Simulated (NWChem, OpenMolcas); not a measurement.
**Worked example: vertical ionisation energy of CuSH (SMILES [SH][Cu])**

CuSH: 3 atoms, total charge 0, spin state singlet. SMILES: `[SH][Cu]`. The shape is that of a PBE0-D4/def2-TZVP optimisation.

| atom | x (Å) | y (Å) | z (Å) |
| --- | --- | --- | --- |
| S | -0.5119 | 0.5705 | -0.2303 |
| Cu | 1.3095 | 0.0765 | 0.7296 |
| H | -0.8084 | -0.7118 | -0.5126 |

Both states at this one shape; open shells run unrestricted unless said. 1 Eh = 27.2114 eV.

```
                                                     level     program  singlet CuSH (Eh)  doublet CuSH+ (Eh)
                                          PBE0/aug-pcseg-0      NWChem       -2034.943071        -2034.613700
CCSD/pc-1, open shells restricted, 10 core orbitals frozen  OpenMolcas       -2037.419342        -2037.123272
```

Question: Work out the vertical ionisation energy at each level.

Answer: 
1. PBE0/aug-pcseg-0: -2034.613700 − (-2034.943071) = 0.329371 Eh = 8.96 eV.
2. CCSD/pc-1, open shells restricted: -2037.123272 − (-2037.419342) = 0.296070 Eh = 8.06 eV.

No measured value is set beside it here; the levels span 8.06 to 8.96 eV.
